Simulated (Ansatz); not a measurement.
`[AlH2][BH]Cl` + `CC[SiH3]` → `CC([SiH3])BCl` + `[AlH3]`  (formal exchange of groups at a B–Al bond)

Program: Ansatz. Geometries: PBE0-D4/def2-TZVP. ΔE: electronic, gas phase. CCSD(T)/CBS adds triple-zeta CCSD(T) − MP2 to the extrapolated MP2 energy (def2 sets, frozen cores). This one scheme is used for every species. DFT in def2-TZVPP. One conformer a species, not always the lowest.

`[AlH2][BH]Cl`:

```xyz
6

Al    0.242    0.194   -1.014
B    -0.448   -0.108    0.977
Cl    0.674   -0.830    2.118
H     0.968    1.549   -1.423
H     0.081   -0.951   -2.107
H    -1.518    0.147    1.450
```

`CC[SiH3]`:

```xyz
11

C    -0.277    0.547   -1.281
C    -0.384    0.551    0.241
Si    0.515   -0.881    1.054
H    -0.810    1.393   -1.724
H    -0.698   -0.366   -1.709
H     0.765    0.609   -1.608
H    -1.434    0.514    0.551
H     0.019    1.483    0.651
H     1.965   -0.843    0.714
H    -0.037   -2.179    0.576
H     0.377   -0.827    2.536
```

`CC([SiH3])BCl`:

```xyz
13

C    -1.522    0.011    0.285
C    -0.029   -0.311    0.415
Si    0.745   -0.369   -1.322
B     0.802    0.719    1.194
Cl    2.307    0.271    1.978
H    -1.676    1.017   -0.112
H    -2.035   -0.689   -0.379
H    -2.019   -0.034    1.257
H     0.141   -1.326    0.796
H    -0.075   -1.291   -2.153
H     0.715    0.981   -1.946
H     2.147   -0.853   -1.273
H     0.499    1.874    1.260
```

`[AlH3]`:

```xyz
4

Al    0.000    0.000    0.000
H     0.991    0.964    0.776
H    -1.242    0.601   -0.781
H     0.251   -1.566    0.004
```

Q: Is it downhill or uphill in electronic energy at CCSD(T)/CBS, and by how much? (An estimate is asked.)

A: Computed: Downhill: ΔE = -50.0 kJ/mol.

Q: What do these levels give: r2SCAN-D4, PBE, PBE0, SCS-MP2/def2-TZVPP, CCSD/def2-TZVPP, MP2/def2-QZVPP? (An estimate is asked.)

A: The calculation gave: r2SCAN-D4 -51.5, PBE -39.9, PBE0 -42.9, SCS-MP2/def2-TZVPP -55.4, CCSD/def2-TZVPP -48.8, MP2/def2-QZVPP -60.5 kJ/mol.

Largest T1 diagnostic among the species: 0.013.

The D4 term adds −9.4 kJ/mol with B3LYP and −5.3 kJ/mol with PBE0; it sums over pairs of atoms, weighted by their polarisabilities, and B3LYP, whose exchange is more repulsive, gets the larger term. In def2-TZVPP, CCSD(T) changes the Hartree–Fock value by −9.3 kJ/mol (the triples alone add −2.2 kJ/mol) and MP2 by −19.3 kJ/mol.

B3LYP here is the variant with VWN-RPA as its local correlation; programs differ in this.
